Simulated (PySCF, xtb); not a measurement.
C₄H₁₁FSi, SMILES [SiH3][C@H](F)CCC.

GFN2-xTB in xtb 6.7.1 at its own geometry gives an orbital gap of 5.48 eV and a dipole moment of 2.15 D.

Coordinates come from a r2SCAN-D4/def2-SVP optimisation. The structure was generated by enumeration; whether it is a known compound was not checked. Other conformers were not sampled.

Task: What does PBE/def2-TZVP run with PySCF give? (An estimate is asked for; the answer gives what the named calculation found.)

Result: gap 6.59 eV (levels -6.81 and -0.22 eV), dipole 1.55 D.
